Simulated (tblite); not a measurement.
C₄H₆ClF₃O₂S.
Geometry (GFN2-xTB, Å), atoms numbered from 1 in this order:
```xyz
17
C4H6ClF3O2S angstrom
C     -0.8057   -1.4236   -0.2147
C     -0.3112   -0.0223   -0.4633
C      0.7616    0.4960    0.4717
C      2.1444   -0.0265    0.1102
F      2.2485   -1.3546    0.2578
F      3.0932    0.5200    0.8757
F      2.4686    0.2385   -1.1625
S     -1.7371    1.0919   -0.2296
O     -1.3218    2.4528   -0.3291
O     -2.8561    0.6495   -0.9912
Cl    -2.1888    0.7737    1.7275
H     -1.0806   -1.5532    0.8300
H     -0.0454   -2.1605   -0.4667
H     -1.6847   -1.6040   -0.8297
H     -0.0406    0.1399   -1.5078
H      0.7964    1.5874    0.4074
H      0.5524    0.2071    1.5045
```

Method: GFN2-xTB as coded in tblite; computed harmonic values from a numerical Hessian at the method's own geometry, unscaled. The method is semi-empirical: single wavenumbers can be off by several per cent or more. One conformer, not necessarily the lowest.

Harmonic wavenumbers (cm⁻¹): 29.6, 51.5, 81.1, 118.7, 149.9, 181.2, 199.4, 247.4, 261.6, 299.9, 324.0, 341.9, 381.5, 418.8, 449.1, 476.7, 503.6, 525.6, 587.3, 714.1, 825.1, 882.8, 941.6, 991.5, 1004.2, 1069.3, 1120.5, 1145.3, 1156.1, 1159.5, 1175.5, 1204.4, 1275.8, 1293.3, 1328.1, 1411.6, 1428.4, 1467.7, 1476.2, 2967.9, 2982.0, 2992.9, 3040.4, 3047.2, 3052.3.

A = 1516, B = 460.4, C = 456.7 MHz; mass 209.973 u (most abundant isotopes); point group C1, symmetry number 1.

Problem. Zero-point energy?

Solution. ½Σν̃ = 23391 cm⁻¹ = 66.88 kcal/mol.

Problem. Give the ideal-gas entropy at 200 K and 1 bar in the rigid-rotor, harmonic-oscillator model (classical rotation).

Solution. Translation 39.97, rotation 30.10, vibration 26.07: S = 96.1 cal/(mol K).

Problem. And Cp and H(200 K) − H(0)?

Solution. Cp = 34.77 cal/(mol K), of which vibrations give 26.82 (their classical limit is 45 R = 89.4); H(200 K) − H(0) = 4.37 kcal/mol without the zero-point energy, 2.78 from vibrations.

Problem. What must be added to the electronic energy to get the Gibbs energy at 200 K and 1 bar?

Solution. ZPE + [H(200 K) − H(0)] − T·S = 66.88 + 4.37 − 19.23 = 52.02 kcal/mol.

Problem. Which modes carry the vibrational entropy at 200 K?

Solution. 29.6 cm⁻¹: 5.06; 51.5 cm⁻¹: 3.97; 81.1 cm⁻¹: 3.09; 118.7 cm⁻¹: 2.36; 149.9 cm⁻¹: 1.93; 181.2 cm⁻¹: 1.60 cal/(mol K); the other 39 give 8.06 together.

Problem. Blend soft modes into free rotors: weight 1/[1 + (100 cm⁻¹/ν̃)⁴] for the oscillator and the rest for a rotor with moment μB/(μ + B), μ = h/(8π²ν), B = 10⁻⁴⁴ kg m². What vibrational entropy results?

Solution. 23.68 cal/(mol K) in place of 26.07, which changes −T·S at 200 K by +0.48 kcal/mol.

Hindered rotation and anharmonicity are outside this model. Other conformers, if any are populated, would add a mixing term that is left out. The structure is chiral; the term R ln 2 for an equal mix with its mirror image is left out.
